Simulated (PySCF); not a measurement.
# Working out the ionisation energy of Br⁺

Br⁺ [Ar] 3d10 4s2 4p4 (3P) → Br²⁺ [Ar] 3d10 4s2 4p3 (4S). All numbers are calculated (PySCF 2.14, the non-relativistic Hamiltonian (point nucleus), in def2-TZVP). Frozen: [Ar] 3d10. Energies in hartree (1 hartree = 27.21139 eV):

```csv
part,Br⁺ (lower),Br²⁺ (upper)
UHF,-2572.002624,-2571.258062
CCSD correlation,-0.123970,-0.094799
(T),-0.003327,-0.002447
```

Problem. What does Hartree-Fock give?

Solution. (-2571.258062) − (-2572.002624) = 0.744562 hartree = 20.261 eV.

Problem. What do CCSD and CCSD(T) give?

Solution. The CCSD correlation energies differ by 0.029171 hartree = 0.794 eV and the triples by 0.000880 hartree = 0.024 eV, so CCSD gives 21.055 eV and CCSD(T) 21.079 eV.

Measured between the centres of the two terms (NIST): 21.409 eV, so CCSD(T) (valence) is off by -0.330 eV.

The calculation is non-relativistic.

What remains against the reference includes basis incompleteness, the frozen core and higher excitations.
